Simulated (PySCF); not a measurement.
## Electron correlation in Fe⁺ (iron, charge +1)

[Ar] 3d6 4s1, high-spin 6D determinant. Computed with PySCF 2.14 in aug-cc-pVDZ-DK, with the spin-free X2C one-electron Hamiltonian (Gaussian nucleus). Frozen: [Ar]; 7 electrons correlated.

```tsv
level	correlation energy (mhartree)
CCSD	-125.44
(T)	-2.23
CCSD(T)	-127.67
```

Diagnostics: T1 = 0.011, D1 = 0.0224, largest double amplitude 0.033.

Cost of the coupled-cluster step: roughly 4 core-seconds, for 7 correlated electrons.

Iterations:

```
CC2 = 0
CCSD nocc = (np.int64(6), np.int64(1)), nmo = (50, 50)
frozen orbitals [[0, 1, 2, 3, 4, 5, 6, 7, 8], [0, 1, 2, 3, 4, 5, 6, 7, 8]]
max_cycle = 100
direct = 0
conv_tol = 1e-08
conv_tol_normt = 1e-06
diis_space = 8
diis_start_cycle = 0
Init t2, MP2 energy = -0.120404669835968
Init E_corr(UCCSD) = -0.120404669838094
cycle = 1  E_corr(UCCSD) = -0.123103679163364  dE = -0.00269900933  norm(t1,t2) = 0.036217
cycle = 2  E_corr(UCCSD) = -0.124802902689158  dE = -0.00169922353  norm(t1,t2) = 0.0112025
cycle = 3  E_corr(UCCSD) = -0.125160579526763  dE = -0.000357676838  norm(t1,t2) = 0.00580024
cycle = 4  E_corr(UCCSD) = -0.125425206801825  dE = -0.000264627275  norm(t1,t2) = 0.00220321
cycle = 5  E_corr(UCCSD) = -0.125433598873465  dE = -8.39207164e-06  norm(t1,t2) = 0.000914687
cycle = 6  E_corr(UCCSD) = -0.12544082556263  dE = -7.22668916e-06  norm(t1,t2) = 0.00024568
cycle = 7  E_corr(UCCSD) = -0.125445016210086  dE = -4.19064746e-06  norm(t1,t2) = 9.71646e-05
cycle = 8  E_corr(UCCSD) = -0.125444466314692  dE = 5.49895393e-07  norm(t1,t2) = 3.17617e-05
cycle = 9  E_corr(UCCSD) = -0.125444185243175  dE = 2.81071517e-07  norm(t1,t2) = 8.72533e-06
cycle = 10  E_corr(UCCSD) = -0.125444188284383  dE = -3.04120767e-09  norm(t1,t2) = 3.44573e-06
cycle = 11  E_corr(UCCSD) = -0.125444202555127  dE = -1.42707443e-08  norm(t1,t2) = 1.58839e-06
cycle = 12  E_corr(UCCSD) = -0.125444206596581  dE = -4.04145398e-09  norm(t1,t2) = 4.18067e-07
UCCSD converged
E(UCCSD) = -1271.233962093995  E_corr = -0.125444206596581
UCCSD(T) correction = -0.00222534584436269
```
